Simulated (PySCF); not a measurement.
NMR data simulated for an unnamed compound:

$^{1}$H NMR (500 MHz, computed): δ 9.90 (s, 1H), 8.11 (s, 1H), 5.65 (q, 1H), 4.00 (d, 3H).

$^{13}$C{$^{1}$H} NMR (computed): δ 206.6 (C), 185.2 (CH), 164.3 (CH), 61.3 (CH), 58.4 (C).

PySCF calculation with GFN2-xTB geometry and GIAO PBE0/pcSseg-1 shieldings; gas phase, equivalent nuclei averaged, one conformer, no relativistic terms.

Shifts are taken against calculated references (same method and geometry level): $^{1}$H (σref 31.72), $^{13}$C (σref 186.93) vs TMS.

Problem. Which of these does the molecule contain: a tert-butyl group, an aldehyde, a (CH3)2CH unit, an ester, an N-methyl group, a Si–H bond?

Solution. 
- A tert-butyl group: no.
- An aldehyde: yes (δC 185.2; δH 9.90 (s)).
- A (CH3)2CH unit: no.
- An ester: yes (δC 164.3; δH 8.11 (s)).
- An N-methyl group: no.
- A Si–H bond: yes (δH 4.00 (d)).

The data belong to SMILES O=C=C(C=O)[C@@H]([SiH3])OC=O, C₅H₆O₄Si; they needn't prove each group on their own.

Carbon signals by region: 3 in the far downfield region (above 160 ppm), 2 at 50–100 ppm. Above 160 ppm: 206.6, central carbon of a ketene, 185.2, aldehyde carbonyl carbon, 164.3, ester carbonyl carbon.

Shifts are as computed. Against solution values, carbons near 30 ppm lie about +3 ppm off and those near 130 ppm about +5 ppm. Of 1211 compounds with measured shifts, 218 miss one by over three times the rms of a fit or turn the order of signals round; such compounds aren't used in these exercises. Multiplicities follow the n + 1 count of equivalent neighbours, as no J values were calculated; m marks all less simple cases, F and P coupling included.
